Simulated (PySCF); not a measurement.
## Kr¹⁸⁺ (krypton, charge +18): Hartree-Fock from Schrödinger to Dirac-Coulomb-Breit

Occupied: 1s1/2, 2s1/2, 2p1/2, 2p3/2, 3s1/2, 3p1/2, 3p3/2. Hartree-Fock calculated with PySCF 2.14 in an uncontracted even-tempered set (21 s from 0.8 bohr⁻², ratio 2.3; 16 p from 0.96 bohr⁻², ratio 2.3), Gaussian nucleus throughout. NR is non-relativistic, sf-X2C the spin-free one-electron X2C Hamiltonian, X2C adds the bare one-electron spin-orbit term, X2C-SNSO screens it by Boettger's factors, DC is four-component Dirac-Coulomb, and the Gaunt and Breit terms are added at first order (total energies over the DC spinors, levels after relaxing the spinors in that mean field). QED terms are absent. Levels marked empty are virtual spinors of this ion; the basis has s and p functions only, so 3d, which can lie below the n = 4 levels, is absent.

```tsv
Hamiltonian	E (hartree)	E − E(DC) (hartree)	CPU seconds
NR	-2577.3155	37.1925	0.63
sf-X2C	-2613.8306	0.6774	0.37
X2C	-2614.0311	0.4768	0.58
X2C-SNSO	-2614.0091	0.4988	0.58
DC	-2614.5080	0.0000	19
DC+Gaunt	-2612.9654	1.5426	34
DC+Breit	-2613.1100	1.3980	100
```

Problem. Give the 3p spin-orbit interval with each Hamiltonian that has one.

Solution. X2C 11.96; X2C-SNSO 11.28; DC 11.18; DC+Gaunt 10.97; DC+Breit 10.97 (eV).

```
   level (eV)        NR    sf-X2C       X2C  X2C-SNSO        DC  DC+Gaunt  DC+Breit
        1s1/2  -14837.9  -15088.7  -15088.3  -15088.3  -15097.3  -15073.7  -15075.3
        2s1/2   -2581.5   -2641.5   -2641.4   -2641.4   -2642.3   -2640.3   -2640.4
        2p1/2   -2396.1   -2410.5   -2450.2   -2447.9   -2448.1   -2444.7   -2445.0
        2p3/2   -2396.1   -2410.5   -2391.6   -2392.6   -2393.3   -2390.9   -2391.3
        3s1/2   -856.22   -870.68   -870.64   -870.64   -870.82   -870.45   -870.48
        3p1/2   -784.91   -789.32   -797.41   -796.95   -796.96   -796.30   -796.39
        3p3/2   -784.91   -789.32   -785.45   -785.66   -785.78   -785.33   -785.42
4s1/2 (empty)   -381.42   -386.11   -386.10   -386.10   -386.15   -386.03   -386.04
4p1/2 (empty)   -357.55   -359.22   -361.64   -361.50   -361.51   -361.30   -361.33
4p3/2 (empty)   -357.55   -359.22   -358.07   -358.13   -358.17   -358.02   -358.05
```

Weight of the small component: 1s1/2 0.0171, 2s1/2 0.00347, 2p1/2 0.00343, 2p3/2 0.00335, 3s1/2 0.00108, 3p1/2 0.00103, 3p3/2 0.00102, 4s1/2 0.000434, 4p1/2 0.000416, 4p3/2 0.000410.

Koopmans' value for the highest occupied level at DC+Breit: 785.42 eV, against an ionisation energy of 785.32 eV (semi-empirical (NIST evaluation); NIST Atomic Spectra Database, ionization energies); the former lacks relaxation, correlation, QED and recoil.

The whole ladder took 160 s of wall time on 1 thread of Neoverse-V1 (shared host), launched as `OMP_NUM_THREADS=1 python relrun2.py TASK.json OUT` (a driver that calls PySCF for each Hamiltonian).
